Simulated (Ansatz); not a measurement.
Molecule: C₂H₆BFO₂ (charge 0, singlet). 
Geometry from a B3LYP-D3(BJ)/def2-TZVP (Ansatz, an electronic-structure program) optimisation:
```
B
F 1 1.3510
O 1 1.3511 2 120.70
O 1 1.3511 2 120.70 3 179.99
C 3 1.4225 1 123.13 2 0.19
H 5 1.0904 3 111.91 1 -2.04
H 5 1.0904 6 109.35 3 120.36
H 5 1.0907 6 109.32 7 119.10
C 4 1.4225 1 123.13 2 0.23
H 9 1.0904 4 111.91 1 -3.16
H 9 1.0904 10 109.36 4 120.30
H 9 1.0907 10 109.31 11 119.10
```

Property: atomisation energy (electronic, to ground-state atoms), in eV. Cores are frozen in the correlated levels unless marked. UHF or UKS for open shells. Spin-orbit coupling is left out. Non-relativistic. The coupled-cluster limit lacks core correlation, which all-electron functionals hold. CBS marks a two-point X^-3 extrapolation of the correlation energy; Hartree-Fock from the larger set.

```
level                                       program  atomisation energy (eV)
-----------------------------------  --------------  -----------------------
HF/6-31G*                                    Ansatz                    38.77
SVWN5/def2-TZVPD                             Ansatz                    60.35
PBE/def2-TZVPD                               Ansatz                    53.30
revPBE/def2-TZVPD                            Ansatz                    51.29
B3LYP/def2-TZVPD                             Ansatz                    52.00
PBE0/6-31G*                                  Ansatz                    52.50
PBE0-D3(BJ)/def2-TZVP                Ansatz + dftd3                    52.38
PBE0-D4/def2-TZVPD                   Ansatz + dftd4                    52.37
PBE0/def2-QZVPP                              Ansatz                    52.30
HSE06-D3(BJ)/def2-TZVPD              Ansatz + dftd3                    52.38
CAM-B3LYP-D3(BJ)/def2-TZVPD          Ansatz + dftd3                    52.70
wB97M-V/def2-TZVPD                           Ansatz                    52.45
B2GP-PLYP-D3(BJ)/def2-TZVPD          Ansatz + dftd3                    51.83
B2GP-PLYP/def2-TZVPD                         Ansatz                    51.73
RPA@PBE/cc-pVQZ                              Ansatz                    49.29
RI-MP2/aug-cc-pVTZ                           Ansatz                    52.62
RI-MP2/CBS(aug-cc-pVTZ,aug-cc-pVQZ)          Ansatz                    53.68
SCS-MP2/6-31G                                Ansatz                    44.49
CCSD/aug-cc-pVDZ                             Ansatz                    48.23
CCSD(T)/cc-pVTZ                              Ansatz                    51.12
CCSD(T)/CBS(cc-pVTZ,cc-pVQZ)                 Ansatz                    52.33
```
